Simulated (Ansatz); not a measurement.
[In(H2O)6]3+ (InO6H12³⁺). Charge 3, multiplicity 1. Geometry PBE-D4/def2-SVP, basis def2-TZVP, Ansatz.

```xyz
19

In   -0.0003    0.0004   -0.0004
O     0.2884    2.1454   -0.4771
H     0.1965    2.6092   -1.3424
H     0.2245    2.8441    0.2166
O    -0.2345   -2.1598    0.4362
H    -1.1217   -2.5677    0.5770
H     0.4207   -2.7912    0.8161
O     0.0094    0.6506    2.1184
H     0.8354    0.6479    2.6581
H    -0.7374    0.6866    2.7612
O    -0.0572   -0.6007   -2.1329
H     0.1893   -0.0800   -2.9331
H    -0.0357   -1.5487   -2.4055
O     2.2062   -0.0768    0.1904
H     2.7752    0.6917   -0.0528
H     2.8012   -0.8629    0.2100
O    -2.2121    0.0400   -0.1341
H    -2.6816   -0.0613   -0.9959
H    -2.8664    0.4330    0.4901
```

```tsv
run	HOMO (eV)	LUMO (eV)
A	-23.11	-15.05
B	-25.72	-12.73
C	-21.34	-16.37
D	-21.65	-15.77
E	-21.21	-16.12
F	-25.63	-12.87
```

In the def2 sets In takes a core potential; there is no spin–orbit coupling.

**Question.** The runs used LDA (SPW92), PBE, PBE0, r2SCAN, ωB97M-V, ωB97X-V. Estimate which is which.

**Answer.** A PBE0 (25 % exact exchange); B ωB97X-V (range-separated); C LDA (SPW92) (0 % exact exchange); D r2SCAN (0 % exact exchange); E PBE (0 % exact exchange); F ωB97M-V (range-separated). Exact exchange lowers occupied and raises empty levels; among semilocal functionals meta-GGAs tend to open the gap a little, and such runs are hard to tell apart. The gap grows from 4.97 eV (LDA (SPW92)) to 12.99 eV (ωB97X-V).
